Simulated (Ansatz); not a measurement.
Reaction (formal exchange of groups at a Ge–C bond): `[CH3][Ge]([F])([F])[F]` + `N=C(N)F` → `[F][Ge]([F])([F])[F]` + `CC(=N)N`

Program: Ansatz. Geometries: PBE0-D4/def2-TZVP. ΔE: electronic, gas phase. CCSD(T)/CBS is the MP2 limit (def2-TZVPP, def2-QZVPP) plus CCSD(T) − MP2 in def2-TZVPP, frozen cores. Functionals use def2-TZVPP. For Ge outer-core shells are correlated without core-valence functions, which leaves a few kJ/mol of doubt a bond. Scalar relativity is left out up to krypton. Each species was taken in one conformer, which may not be the lowest.

Q: Is it downhill or uphill in electronic energy at CCSD(T)/CBS, and by how much? (Best estimate.)

A: Ansatz gave: Downhill: ΔE = -36.6 kJ/mol.

Q: What do these levels give: BHLYP-D4, r2SCAN0, RPA@PBE/def2-TZVPP, SCS-MP2/def2-TZVPP, CCSD/def2-TZVPP, MP2/def2-QZVPP? (Estimate.)

A: Ansatz gave: BHLYP-D4 -31.2, r2SCAN0 -28.5, RPA@PBE/def2-TZVPP -39.9, SCS-MP2/def2-TZVPP -46.6, CCSD/def2-TZVPP -41.2, MP2/def2-QZVPP -44.0 kJ/mol.

Largest T1 diagnostic among the species: 0.013.

From BLYP to BHLYP (50 % exact exchange), in def2-TZVPP and without D4, ΔE moves by −7.8 kJ/mol. Leaving LDA and LC-ωPBE aside and taking each functional with its dispersion term where it has one, the values, not all of them listed here, spread over 13.8 kJ/mol, from PBE-QIDH to PBE-D4. LDA lies +7.2 kJ/mol from PBE without D4.
